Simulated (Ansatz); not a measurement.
Computed with Ansatz on PBE0-D4/def2-TZVP structures; ΔE is electronic, products minus reactants. CCSD(T)/CBS is the MP2 limit (def2-TZVPP, def2-QZVPP) plus CCSD(T) − MP2 in def2-TZVPP, frozen cores. DFT in def2-TZVPP. B3LYP here is the variant with VWN-RPA as its local correlation; programs differ in this. For Ge outer-core shells are correlated without core-valence functions, which leaves a few kJ/mol of doubt a bond. Scalar relativity is left out up to krypton. Each species was taken in one conformer, which may not be the lowest.

Reaction (redistribution): `CBO[SiH2]F` + `CC#[C][GeH3]` → `F[SiH2]C#[C][GeH3]` + `CBOC`

Problem. Is it downhill or uphill in electronic energy at CCSD(T)/CBS, and by how much? (Best estimate.)

Solution. The calculation gave: Uphill: ΔE = +1.44 eV.

Problem. What do these levels give: PBE-D4, r2SCAN-D4, B3LYP-D4, ωB97X-V, ωB97M-V, B2PLYP, PBE, PBE0, SCS-MP2/def2-TZVPP, CCSD/def2-TZVPP, CCSD(T)/def2-TZVPP, HF/CBS(def2)? (An estimate is asked.)

Solution. Ansatz gave: PBE-D4 1.34, r2SCAN-D4 1.45, B3LYP-D4 1.41, ωB97X-V 1.43, ωB97M-V 1.45, B2PLYP 1.43, PBE 1.34, PBE0 1.42, SCS-MP2/def2-TZVPP 1.44, CCSD/def2-TZVPP 1.45, CCSD(T)/def2-TZVPP 1.41, HF/CBS(def2) 1.56 eV.

Largest T1 diagnostic among the species: 0.012.

In def2-TZVPP, CCSD(T) changes the Hartree–Fock value by −0.13 eV (the triples alone add −0.03 eV) and MP2 by −0.06 eV. From PBE to PBE0 (25 % exact exchange), in def2-TZVPP and without D4, ΔE moves by +0.08 eV.
